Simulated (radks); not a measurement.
Species: the antimony ion Sb+. Configuration: [Kr] 4d10 5s2 5p2 (the NIST ground configuration). Method: scalar-relativistic Kohn-Sham, AM05, spin-polarised, spherical densities, point nucleus; open shells are filled with parallel spins first (spin-orbit coupling, left out, can overturn this in heavy ions); computed with a radial shooting solver on a logarithmic mesh with Libxc functionals.

Normalised radial functions P(r) = r R(r), r in bohr:

```
   r/bohr * 4p down, o 4d up, + 5p up (the largest magnitude, 1.18, reaches the edge; | marks zero, & curves that meet)
 0.003635                             &
 0.004848                             &
 0.006466                             &*
 0.008624                             &*
   0.0115                             o+*
  0.01546                             o+ *
  0.02063                             o+  *
  0.02751                             |o+   *
  0.03669                             |o+     *
  0.04894                             | o+      *
  0.06527                             |  +o     *
  0.08705                             | +   o *
    0.117                             |+*      o
   0.1561                      *    + |           o
   0.2082              *          +   |            o
   0.2777              *          +   |        o
   0.3704                         *  +|o
    0.494                  o          |    +        *
   0.6642       o                     |      +                   *
   0.8858     o                       |   +                      *
    1.181         o               +   |                *
    1.576                o+           |      *
    2.102             +         o     | *
    2.803               +           o *
    3.769                    +        &
    5.027                         +   &
    6.705                            +&
    8.942                             &
```

4p down: eigenvalue -109.93 eV, 2 radial nodes at r = 0.126, 0.395 bohr, <r> = 0.852 bohr, 90 % of the charge inside 1.25 bohr. 4d up: eigenvalue -41.958 eV, 1 radial node at r = 0.376 bohr, <r> = 1.03 bohr, 90 % of the charge inside 1.60 bohr. 5p up: eigenvalue -12.610 eV, 3 radial nodes at r = 0.125, 0.383, 1.04 bohr, <r> = 2.64 bohr, 90 % of the charge inside 3.91 bohr.
